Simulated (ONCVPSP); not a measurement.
Potentials for Ta compared

Generated with ld1.x 7.5 (TM, RRKJ, ultrasoft, PAW), atompaw 4.2 or ONCVPSP 4.0.1. The cutoff is in Ry: for ld1.x and atompaw files where the sum of valence levels is converged to 10 mRy in a Bessel basis, for ONCV files where the hardest occupied wave has 1 mHa per electron of residual kinetic energy. The error is the largest all-electron minus pseudo excitation energy over each file’s own four to seven test configurations (ionisations up to +4, promotions, holes and added fractions of an electron), all of which were solved. The labels leave out finer settings (local radius, basis sizes, second energies), which also bear on the numbers. Spin-polarised tests are not counted. The rows are a selection from randomly drawn settings: files with unsolved tests, undetermined cutoffs or missed reference levels are left out.

A true bound ghost makes a file unfit for plane-wave use even where its test errors are small: the radial tests pick states by their node count and pass the ghost by.

```csv
potential,cutoff (Ry),largest error (meV),bound ghosts
"ONCV, PBE, fully relativistic, rc 2.75/3.60/2.25 (spd), local smoothed, core correction yes, reference 5d3 6s1.75 6p0.25, qcut 2.4/2.1/6.8, projectors 3/2/3",27,-386,s
"ONCV, PBE, scalar-relativistic, rc 2.05/1.20/2.20 (spd), local smoothed, core correction yes, reference 5p6 5d3, qcut 2.9/8/5.8, projectors 2/2/1",57,+29,none
"ONCV, PBE, scalar-relativistic, rc 1.80/1.25/2.65 (spd), local smoothed, core correction yes, reference 5s2 5p6 5d3 6s2, qcut 7.5/7.6/6, projectors 2/2/2",57,-83,none
"ONCV, PBEsol, scalar-relativistic, rc 2.05/1.65/2.65 (spd), local smoothed, core correction no, reference 5s2 5p6 5d3 6s1, qcut 6.3/10.6/6.9, projectors 2/2/3",69,-460,none
```

Problem. Fill in the row for Ta: ONCV, LDA (Perdew-Zunger), scalar-relativistic, rc 2.74/1.90/3.00/2.74 (spdf), local smoothed, core correction yes, reference 5s2 5p6 5d3.5 6s1.5, qcut 7.3/4.9/7.7/6.1, projectors 2/1/2/2.

Solution. cutoff 23 Ry, largest error -181 meV, bound ghosts: none.

Problem. Fill in the row for Ta: ONCV, PBE, scalar-relativistic, rc 1.85/2.15/1.95 (spd), local smoothed, core correction yes, reference 5s2 5p6 5d3, qcut 8.3/5.4/4.3, projectors 3/2/2.

Solution. cutoff 52 Ry, largest error -18 meV, bound ghosts: none.

Problem. Fill in the row for Ta: ONCV, LDA (Perdew-Zunger), scalar-relativistic, rc 2.15/1.35/2.50/2.25 (spdf), local smoothed, core correction yes, reference 5s2 5p6 5d3 6s1, qcut 2.9/7.2/5.9/5.2, projectors 2/3/2/2.

Solution. cutoff 51 Ry, largest error -11 meV, bound ghosts: s.
